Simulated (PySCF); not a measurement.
One of the candidates below gave these computed data.

All candidates are C4H8OSi2.

| technique | computed result |
| --- | --- |
| Rotational structure | rotational constants A, B, C: 3.585, 1.090, 1.064 GHz [PBE0-D3(BJ)/def2-SVP] |
| Triplet | lowest triplet excitation (Tamm–Dancoff): 2.64 eV [TDA wB97X-D/def2-SVPD] |
| Valence photoelectron | vertical ionisation energy: 8.84 eV [ΔSCF wB97X-D/def2-SVPD] |
| NMR, other nuclei | isotropic shieldings of nuclei other than C and H, by class: 323 (1 O), 345 (1 Si), 373 (1 Si) ppm [GIAO PBE/pcSseg-1] |
| 1H NMR | chemical shifts (computed TMS as zero) by class: 7.02 (2 H), 6.02 (2 H), 5.32 (1 H), 5.13 (3 H) ppm [GIAO PBE/pcSseg-1] |
| 13C NMR | chemical shifts (computed TMS as zero) by class: 155.0 (2 C), 131.8 (2 C) ppm [GIAO PBE/pcSseg-1] |
| UV, strongest line | among the 10 lowest singlet transitions: S9 at 7.50 eV (165 nm, f = 0.121) [TDDFT wB97X-D/def2-SVPD] |

Electronic properties: PySCF, gas phase, density fitting. Levels stand in brackets. One conformer (not necessarily the lowest) at the PBE0-D3(BJ)/def2-SVP geometry, without solvent, vibrations or thermal averaging. NMR classes are plain means over equivalent atoms (diastereotopic ones count apart unless rotation or inversion swaps them), as if these changed places fast.

**Question.** Which candidate is it?
A. `[SiH3][SiH2]c1ccco1`
B. `[SiH3]OC1=CC=C[SiH2]1`
C. `C#C[C@@H]1C[SiH2]O[SiH2]1`
D. `[SiH3]O[SiH]1C=CC=C1`
E. `O[SiH]1C=C[SiH2]C=C1`

**Answer.** D. It is `[SiH3]O[SiH]1C=CC=C1`. Numbering: `[SiH3:1][O:2][SiH:3]1[CH:4]=[CH:5][CH:6]=[CH:7]1`. Its formula, C4H8OSi2, gives 3 degrees of unsaturation: 1 ring and 2 π bonds in the structure found. 4 carbons fall into 2 classes; from least to most shielded: alkene CH carbon [C5/C6] (155.0 ppm, 2 C), alkene CH carbon [C4/C7] (131.8 ppm, 2 C). Hydrogen classes from least to most shielded: 2 H on 2 alkene CH carbons, C5/C6 (7.02 ppm), 2 H on 2 alkene CH carbons, C4/C7 (6.02 ppm), 1 H on an oxygen-bound silicon, Si3 (5.32 ppm), 3 H on an oxygen-bound silicon, Si1 (5.13 ppm). The other shieldings belong to: 323 ppm, siloxane oxygen [O2]; 345 ppm, oxygen-bound silicon [Si3]; 373 ppm, oxygen-bound silicon [Si1]. The first electron is taken from the HOMO, whose largest Löwdin shares are 0.26 on each of 2 atoms of one kind (alkene CH carbon) and 0.18 on each of 2 atoms of one kind (alkene CH carbon). By its constants the optimised geometry is a nearly prolate symmetric top.

The others, at the same levels:
- `[SiH3][SiH2]c1ccco1` fails: it has 4 carbon classes against 2; its computed 13C shifts are 149.9 (1 C), 148.3 (1 C), 127.4 (1 C), 113.9 (1 C) ppm, 1H shifts are 7.62 (1 H), 6.87 (1 H), 6.43 (1 H), 4.65 (2 H), 3.62 (3 H) ppm and vertical ionisation energy is 8.59 eV (against 8.84 eV).
- `[SiH3]OC1=CC=C[SiH2]1` fails: it has 4 carbon classes against 2; its computed 13C shifts are 172.7 (1 C), 156.9 (1 C), 129.4 (1 C), 112.4 (1 C) ppm, 1H shifts are 7.09 (1 H), 6.28 (1 H), 5.39 (1 H), 5.11 (3 H), 4.73 (2 H) ppm and rotational constant A is 4.222 GHz (against 3.585 GHz).
- `O[SiH]1C=C[SiH2]C=C1` fails: its computed 13C shifts are 158.3 (2 C), 152.9 (2 C) ppm, 1H shifts are 7.34 (2 H), 7.20 (2 H), 5.10 (1 H), 4.59 (1 H), 4.54 (1 H), 0.70 (1 H) ppm and vertical ionisation energy is 9.83 eV (against 8.84 eV).
- `C#C[C@@H]1C[SiH2]O[SiH2]1` fails: it has 4 carbon classes against 2; its computed 13C shifts are 84.8 (1 C), 71.3 (1 C), 19.7 (1 C), 16.8 (1 C) ppm, 1H shifts are 5.38 (1 H), 5.24 (1 H), 5.19 (1 H), 4.93 (1 H), 2.27 (1 H), 1.79 (1 H), 1.51 (1 H), 1.27 (1 H) ppm and vertical ionisation energy is 9.44 eV (against 8.84 eV).

Each candidate is one conformer, not necessarily the lowest. Dipoles, sizes and rotational constants follow the conformer. The torsions of the flexible species, by atom-mapped SMILES:
- `[SiH3:1][O:2][SiH:3]1[CH:4]=[CH:5][CH:6]=[CH:7]1`: Si1–O2–Si3–C4 -59°
- `[SiH3:1][SiH2:2][c:3]1[cH:4][cH:5][cH:6][o:7]1`: Si1–Si2–C3–C4 -118°
- `[SiH3:1][O:2][C:3]1=[CH:4][CH:5]=[CH:6][SiH2:7]1`: Si1–O2–C3–C4 180°
- `[OH:1][SiH:2]1[CH:3]=[CH:4][SiH2:5][CH:6]=[CH:7]1`: H–O1–Si2–C3 62°

The conformers of `C#C[C@@H]1C[SiH2]O[SiH2]1` aren't listed.
